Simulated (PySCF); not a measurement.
Isomers of C6H9NOS, mass 143.040 u with the commonest isotopes. Theory: PBE0/pcSseg-1 in PySCF (dipole) on a GFN2-xTB geometry, gas phase. One conformer each, none proved a minimum here; rigid rotors.

Question: Order these by dipole moment, largest first.
A. `[N:1]#[C:2][C@@H:3]1[CH2:4][CH2:5][CH2:6][S@:7](=[O:8])[CH2:9]1` with C2–C3–C4–C5 177°, C3–C4–C5–C6 62°, C4–C5–C6–S7 -67°, C5–C6–S7–O8 169°
B. `[CH3:1][CH2:2][c:3]1[s:4][n:5][cH:6][c:7]1[O:8][CH3:9]` with C1–C2–C3–S4 93°, C6–C7–O8–C9 1°
C. `[CH3:1][CH2:2][O:3][c:4]1[cH:5][cH:6][c:7]([NH2:8])[s:9]1` with C1–C2–O3–C4 -179°, C2–O3–C4–C5 -174°

Answer: A (4.28 D), B (2.65 D), C (1.84 D).

Question: Order these by rotational constant C, smallest first.
A. `[CH3:1][CH2:2][c:3]1[s:4][n:5][cH:6][c:7]1[O:8][CH3:9]` with C1–C2–C3–S4 93°, C6–C7–O8–C9 1°
B. `[CH3:1][CH2:2][O:3][c:4]1[cH:5][cH:6][c:7]([NH2:8])[s:9]1` with C1–C2–O3–C4 -179°, C2–O3–C4–C5 -174°
C. `[N:1]#[C:2][C@@H:3]1[CH2:4][CH2:5][CH2:6][S@:7](=[O:8])[CH2:9]1` with C2–C3–C4–C5 177°, C3–C4–C5–C6 62°, C4–C5–C6–S7 -67°, C5–C6–S7–O8 169°

Answer: B (658.5 MHz), C (749.7 MHz), A (810.4 MHz).

Question: Order these by out-of-plane moment Σ m c² = (Ia + Ib − Ic)/2, largest first.
A. `[CH3:1][CH2:2][O:3][c:4]1[cH:5][cH:6][c:7]([NH2:8])[s:9]1` with C1–C2–O3–C4 -179°, C2–O3–C4–C5 -174°
B. `[N:1]#[C:2][C@@H:3]1[CH2:4][CH2:5][CH2:6][S@:7](=[O:8])[CH2:9]1` with C2–C3–C4–C5 177°, C3–C4–C5–C6 62°, C4–C5–C6–S7 -67°, C5–C6–S7–O8 169°
C. `[CH3:1][CH2:2][c:3]1[s:4][n:5][cH:6][c:7]1[O:8][CH3:9]` with C1–C2–C3–S4 93°, C6–C7–O8–C9 1°

Answer: B (22.47 u·Å²), C (21.38 u·Å²), A (3.53 u·Å²).

| SMILES | point group | Ia (u·Å²) | Ib (u·Å²) | Ic (u·Å²) | κ | μa (D) | μb (D) | μc (D) |
| --- | --- | --- | --- | --- | --- | --- | --- | --- |
| N#C[C@@H]1CCC[S@](=O)C1 | C1 | 198.21 | 520.88 | 674.15 | -0.75 | 0.73 | 4.06 | 1.14 |
| CCc1sncc1OC | C1 | 299.29 | 367.09 | 623.62 | 0.29 | 1.96 | 1.78 | 0.12 |
| CCOc1ccc(N)s1 | – | 126.40 | 648.15 | 767.49 | -0.93 | 0.45 | 1.52 | 0.93 |
